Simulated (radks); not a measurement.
All-electron atom: Ti- in [Ar] 3d3 4s2.

Calculated with a radial shooting solver on a logarithmic mesh with Libxc functionals: non-relativistic Kohn-Sham, LDA (Slater exchange, Perdew-Wang correlation), spin-polarised, spherical densities, point nucleus; open shells are filled with parallel spins first; hard spherical wall at 10 bohr.

Energy parts (eV):
total: -23056.862
kinetic: 23025.219
electron-nucleus: -54860.327
Hartree: 9870.275
exchange-correlation: -1092.029

Orbitals (lengths in bohr, moments of r in powers of bohr):
| orbital | occ. | eigenvalue (eV) | <1/r> | <r^4> |
|---|---|---|---|---|
| 1s down | 1 | -4814.639 | 21.48 | 0.0001126 |
| 1s up | 1 | -4814.634 | 21.48 | 0.0001126 |
| 2s up | 1 | -520.0495 | 4.479 | 0.02869 |
| 2s down | 1 | -519.3548 | 4.483 | 0.02856 |
| 2p up | 3 | -433.6886 | 4.424 | 0.02260 |
| 2p down | 3 | -433.1520 | 4.428 | 0.02247 |
| 3s up | 1 | -53.0824 | 1.378 | 2.392 |
| 3s down | 1 | -51.0948 | 1.377 | 2.401 |
| 3p up | 3 | -30.4770 | 1.251 | 3.696 |
| 3p down | 3 | -28.5046 | 1.249 | 3.743 |
| 4s up | 1 | 0.9116 | 0.3246 | 526.0 |
| 4s down | 1 | 1.5769 | 0.2974 | 672.3 |
| 3d up | 3 | 2.8110 | 0.7599 | 131.4 |
| 4p up | 0 | 3.2608 | 0.2387 | 1129 |
| 4p down | 0 | 3.6045 | 0.2230 | 1286 |
| 3d down | 0 | 4.2968 | 0.6173 | 403.2 |
| 5s up | 0 | 5.8813 | 0.2409 | 2190 |
| 4d up | 0 | 6.1309 | 0.2625 | 2016 |
| 5s down | 0 | 6.2954 | 0.2494 | 2158 |
| 4d down | 0 | 6.5454 | 0.3714 | 1857 |

The highest occupied level is 3d up at 2.811 eV. Summed over all electrons, <r^2> = 69.64 bohr^2, which gives a Langevin (diamagnetic) susceptibility term of -55.2 x 10^-6 cm^3/mol. The pressure on the wall is 0.167 GPa. The density falls to 0.001 e/bohr^3 at r = 5.42 bohr. The electron density at the nucleus is 7100 e/bohr^3.

Run on one thread of a shared host, so times are rough (Arm Neoverse N1): 0.22 s of CPU time, 0.22 s wall, 17 iterations on 2303 mesh points.
